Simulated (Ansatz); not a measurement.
`CN(C)[Si]F` + CH₃OH → `CO[Si]F` + `CNC` at 700 K and 1 bar (ligand exchange at the Si–N bond).

Computed with Ansatz on PBE0-D4/def2-TZVP structures; ΔE is electronic, products minus reactants. CCSD(T)/CBS adds triple-zeta CCSD(T) − MP2 to the extrapolated MP2 energy (def2 sets, frozen cores). This one scheme is used for every species. Each species was taken in one conformer, which may not be the lowest.

| species | CCSD(T)/CBS energy (Eh) | H − E (kJ/mol) | S (J/(mol·K)) |
| --- | --- | --- | --- |
| `CN(C)[Si]F` | -523.34250 | 298.0 | 439.6 |
| CH₃OH | -115.61712 | 170.8 | 288.5 |
| `CO[Si]F` | -503.96814 | 171.6 | 384.4 |
| `CNC` | -135.00321 | 296.9 | 352.4 |

H − E and S are ideal-gas, rigid-rotor, harmonic terms from PBE0-D4/def2-TZVP, for one conformer and one mirror image of each species. 1 Eh = 2625.50 kJ/mol, R = 8.31446 J/(mol·K).

Problem. By hand: ΔE, ΔH, ΔS and ΔG.

Solution. ΔE = (-503.96814) + (-135.00321) − (-523.34250) − (-115.61712) = -0.01173 Eh = -30.8 kJ/mol. Δ(H − E) = 171.6 + 296.9 − 298.0 − 170.8 = -0.3, so ΔH = -31.1 kJ/mol. ΔS = 384.4 + 352.4 − 439.6 − 288.5 = 8.7 J/(mol·K). ΔG = -31.1 − 700 × (8.7)/1000 = -37.2 kJ/mol.

Problem. By hand: the equilibrium constant, and the temperature at which ΔG would vanish if ΔH and ΔS stayed fixed.

Solution. log₁₀ K = −ΔG/(RT ln 10) = 2.8. ΔH and −TΔS have one sign here, so there is no such temperature.

The number of gas molecules stays the same, so ΔS is small and ΔH decides. A doubt of 5 kJ/mol in ΔE shifts log₁₀ K by 0.4 here. Other conformers and mirror images would add mixing entropy, several J/(mol·K) or more a flexible species. These are equilibria of isolated gas molecules and say nothing of rates. Largest T1 diagnostic: 0.014 (customary marks: 0.02 for closed shells, 0.045 for open ones).

ΔS is within the doubt of such terms, so its sign, and with it that verdict, could turn.
